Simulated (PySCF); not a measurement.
Frontier orbitals and the lowest excitations

Compound: trans-Sn(H2O)2F4.
Geometry (PBE0-D3(BJ)/def2-SVP, Å), atoms numbered from 1 in this order:
```
atom  x, y, z in Å
Sn1    0.0070   -0.0286    0.0035
O2     0.1265   -0.1163    2.2349
H3    -0.8220    0.0250    2.4120
H4     0.5457    0.7420    2.4220
O5    -0.1317    0.0950   -2.2238
H6    -0.4397   -0.8208   -2.3599
H7     0.7985    0.0966   -2.5048
F8     1.8663   -0.4679   -0.3344
F9    -1.8369    0.3631    0.4991
F10    0.4980    1.8263    0.3104
F11   -0.5244   -1.8462   -0.4682
```

Theory: TDDFT wB97X-D/def2-SVPD, vertical, gas phase, core orbitals frozen in the response, def2 core potentials past Kr (PySCF). Spin–orbit coupling is left out.

Frontier orbitals with the atoms that hold most of them (Löwdin shares over 4%, at most four atoms; ? is withheld):

| orbital | ε (eV) | atoms |
| --- | --- | --- |
| LUMO+2 | 1.66 | Sn1 30%, O2 20%, O5 13%, H4 6% |
| LUMO+1 | 1.52 | O5 24%, O2 16%, Sn1 12%, H7 10% |
| LUMO | -0.39 | ? |
| HOMO | ? | F8 27%, F10 27%, F9 23%, F11 23% |
| HOMO-1 | -12.78 | ? |
| HOMO-2 | -12.92 | F10 27%, F11 19%, F8 18%, F9 18% |
| HOMO-3 | -12.92 | F9 35%, F8 30%, F11 20%, F10 13% |

Q: Which atoms hold the LUMO, and with what shares?

A: Sn1 (bonded to 4 F and 2 O) 39%; F11 (bonded to Sn) 10%; F9 (bonded to Sn) 9%; F8 (bonded to Sn) 9%. By element: tin 39%, fluorine 28% or more.

Q: Which atoms hold the HOMO-1, and with what shares?

A: F10 (bonded to Sn) 24%; F8 (bonded to Sn) 24%; F11 (bonded to Sn) 21%; F9 (bonded to Sn) 21%.

Q: What is the HOMO energy, and the HOMO–LUMO gap?

A: ε(HOMO) = -12.42 eV; the gap is 12.03 eV (0.4422 hartree).

Within 0.005 eV of a neighbour in this list lie HOMO-3/HOMO-2.

Q: The HOMO–LUMO gap is 12.03 eV. Where does the response calculation put the lowest singlet, and from which orbitals?

A: S1 is at 6.98 eV (f = 0.0000), 5.06 eV below the gap, made of HOMO→LUMO (93%). Without the coupling terms of the response equations the lowest excitation would equal the gap.

Q: One configuration dominates each of S1 and S8. Which, and how do the shares of the two leading atoms of either orbital change from the occupied to the empty one?

A: 
- S1 (6.98 eV, f 0.0000), HOMO→LUMO (93%): F8 27% → 9%, F10 27% → at most 10%, Sn1 at most 1% → 39%, F11 23% → 10%
- S8 (8.12 eV, f 0.0001), HOMO-1→LUMO (90%): F10 24% → at most 10%, F8 24% → 9%, Sn1 at most 10% → 39%, F11 21% → 10%

Orbitals of the list HOMO-3 to LUMO+2 that lie within 0.01 eV of each other are written together with a slash and their weights summed (≥ marks a lower bound); for degenerate orbitals outside that list single weights are arbitrary.

Löwdin shares depend on the basis, the more so with diffuse functions.
